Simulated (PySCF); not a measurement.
## Polarisability and C₆ of Sn⁺ (tin, charge +1)

[Kr] 4d10 5s2 5p1, 2P determinant. Computed with PySCF 2.14 in aug-cc-pV5Z-PP with ECP28MDF, with a scalar-relativistic core potential. Coupled (time-dependent) response in atomic units; α is the mean over directions.

```csv
method,mean α (bohr³),"α xx, yy, zz",C₆ (like pair),S(−4)
M06,26.66,"24.34, 31.30, 24.34",193.8,279.6
```

S(−4) is the Cauchy moment in α(ω) = α(0) + S(−4) ω² + …

Spin-orbit coupling is absent.

α(iu) at M06:

```csv
u (hartree),α(iu) (bohr³)
0,26.66
0.0500,25.99
0.100,24.21
0.200,19.35
0.300,14.92
0.500,9.256
0.750,5.861
1.00,4.175
1.50,2.571
2.00,1.803
3.00,1.052
5.00,0.4838
```

A single London oscillator, α(iu) = α/(1 + u²/ω²), gives C₆ = (3/4) ω α². Matching the computed C₆ needs ω = 4 × 193.8 / (3 × 26.66²) = 0.364 hartree.

For an ion, C₆ is the dispersion term alone; charge-induced terms of lower order in 1/R come first.

The components differ because the open shell of this determinant is not spherical; for a pure term their mean is the scalar polarisability.

Energies and moments cover only the electrons outside the core potential.
